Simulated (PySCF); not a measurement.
# CeN: from constants to spectrum

TPSS constants of CeN, doublet, about 1.4 electrons in the 4f shell (Mulliken), real f orbitals that mix terms (PySCF, spin-free X2C with a Gaussian nucleus, basis sets Ce x2c-TZVPall, N x2c-TZVPall; masses 139.9054 and 14.0031 u):

```
ωe              : 889.9 cm⁻¹
ωexe            : 2.46 cm⁻¹
Be              : 0.42607 cm⁻¹
αe              : 0.00212 cm⁻¹
D (centrifugal) : 3.91e-07 cm⁻¹
```

Q: Give the vibrational terms G(v) and spacings up to v = 6.

A: G(v) = ωe(v+½) − ωexe(v+½)².

| v | G(v) (cm⁻¹) | G(v) − G(v−1) | Bv (cm⁻¹) |
| --- | --- | --- | --- |
| 0 | 444.3 |  | 0.4250 |
| 1 | 1329.3 | 885.0 | 0.4229 |
| 2 | 2209.4 | 880.1 | 0.4208 |
| 3 | 3084.5 | 875.1 | 0.4187 |
| 4 | 3954.7 | 870.2 | 0.4165 |
| 5 | 4820.0 | 865.3 | 0.4144 |
| 6 | 5680.4 | 860.4 | 0.4123 |

Spin–orbit coupling is left out, which matters for elements this heavy, above all for dissociation energies. Counting both spins, an empty level lies below a filled one in this solution, because spin and occupation are held. With d or f electrons several states lie close, and the lowest PBE0 determinant need not be the measured ground state.
